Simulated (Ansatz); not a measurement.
Species: NaOH, charge 1, doublet. NaOH+ (parent SMILES [OH][Na], doublet).
B3LYP-D3(BJ)/def2-TZVP minimum from Ansatz (a quantum-chemistry and plane-wave program):
```
O
H 1 0.9777
Na 1 2.2575 2 180.00
```
Charge +1, spin multiplicity 2.

Total energies in def2-QZVPP, 7 correlated electrons, 6 frozen orbitals. Radicals and triplets start from unrestricted determinants; spin-orbit coupling is neglected. Correlated methods leave the cores frozen. No relativity. The spin of HNaO+ (parent SMILES [OH][Na], doublet) was assumed, and the state is the lowest solution found for it.

| method | program | energy (Eh) | minus CCSDT(Q) (mEh) |
|---|---|---|---|
| HF | Ansatz | -237.13069 | 233.85 |
| MP2 | Ansatz | -237.34617 | 18.37 |
| CCSD | Ansatz | -237.35802 | 6.52 |
| CCSD(T) | Ansatz | -237.36404 | 0.49 |
| CCSDT(Q) | Ansatz | -237.36454 | 0.00 |

Rough core times of Ansatz's runs on a shared machine: CCSD(T) 50 s, CCSDT(Q) 30 min.
